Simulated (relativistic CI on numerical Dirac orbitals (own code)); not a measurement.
**What each ingredient does to the levels of Ba24+**

Base calculation: Dirac-Coulomb-Breit CI, separate exchange-only KLI orbitals for each configuration, QED by a radiative potential, unscaled Slater integrals.

CI space (outside the closed core [Ar] 3d10): 4s²4p², 4s4p³, 4s²4p4d, 4p⁴, 4s4p²4d, 4s²4p4f, 4s4p²4f, 4p³4d, 4s4p4d², 4s²4d4f, 4p³4f, 4s²4d², 4s4d³, 4s4d²4f, 4p²4d², 4p4d³, 4p4d²4f, 4s²4f², 4s4d4f², 4s4f³, 4p²4f², 4p4d4f², 4p4f³, 4s4p4d4f. Double excitations out of closed p, d and f shells are left out; levels of such configurations are missing from the list, as are those of other unlisted configurations, and high levels can miss mixing partners.

The lowest level and the first level of each name with at least 55 % of one term (blank where a level has no safe partner in the second run):

| Level | Base (cm⁻¹) | Shift (cm⁻¹) |
| --- | --- | --- |
| 4s²4p² ³P0 | 0 | 0 |
| 4s²4p² ³P1 | 141859 | +2167 |
| 4s²4p² ¹D2 | 164049 | +2310 |
| 4s²4p² ³P2 | 322722 | +4401 |
| 4s²4p² ¹S0 | 374468 | +4249 |
| 4s4p³ ⁵S°2 | 568677 | +423 |
| 4s4p³ ³D°3 | 747365 | +2566 |
| 4s4p³ ³P°0 | 794803 | +2186 |
| 4s4p³ ³P°1 | 813581 | +2486 |
| 4s²4p4d ³F°2 | 901504 | +3869 |
| 4s²4p4d ³F°3 | 964354 | +5061 |
| 4s²4p4d ³F°4 | 1088170 | +7131 |
| 4s²4p4d ³P°0 | 1123104 | +5736 |
| 4s²4p4d ³D°3 | 1131114 | +6144 |
| 4s²4p4d ³P°1 | 1137784 | +5899 |
| 4s²4p4d ¹F°3 | 1208359 | +6750 |
| 4s²4p4d ¹P°1 | 1228216 | +6531 |
| 4s4p²4d ⁵F1 | 1309134 | +1903 |
| 4s4p²4d ⁵D0 | 1427160 | +3626 |
| 4s4p²4d ⁵D1 | 1439102 | +3649 |
| 4s4p²4d ⁵F4 | 1448458 | +4821 |
| 4s4p²4d ⁵F5 | 1492770 | +5423 |

At this charge energies of transitions that change n are usually good to better than 1 %, and those within a shell (Δn = 0) to a few per cent.

Question: One thing was changed in a second run, which moved the levels as shown. Which?
A. configuration mixing switched off
B. Breit term removed
C. QED terms removed
D. only the first 3 configurations

Answer: B. Breit term removed. The Breit term mainly narrows fine-structure intervals, so removing it widens them.

LS names give the leading component of a level, which can be under half, so a name can repeat, a term be missing and a line seem to break the LS rules.
